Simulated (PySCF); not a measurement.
How methods differ on the excitation energy of Sb

Sb [Kr] 4d10 5s2 5p3 (4S) → Sb [Kr] 4d10 5s1 5p3 6s1 (6S), as a difference of total energies. Computed with PySCF 2.14 in dyall-av3z, with no relativity, point nucleus. Correlated levels: valence: [Kr] 4d10 frozen; virtual orbitals above 40 to 60 times the deepest correlated orbital energy dropped. The calculations carry no spin-orbit coupling.

```tsv
method	excitation energy (eV)
UHF	8.815
LDA	11.302
PBE	11.029
PBE0	10.768
r2SCAN	10.629
MP2 (valence)	9.900
SCS-MP2 (valence)	10.279
```

Question: How much does correlation contribute at MP2 (valence)?

Answer: 9.900 − (8.815) = 1.085 eV, measured against UHF.

The upper state lies above the first ionisation limit, but in LS coupling its spin forbids autoionisation to the ground ion; at this Z spin-orbit coupling breaks that rule. A Rydberg-like electron needs more diffuse functions than a valence basis has.

The promoted electron is Rydberg-like, and one or two diffuse shells describe it only roughly, which tends to raise the upper state.
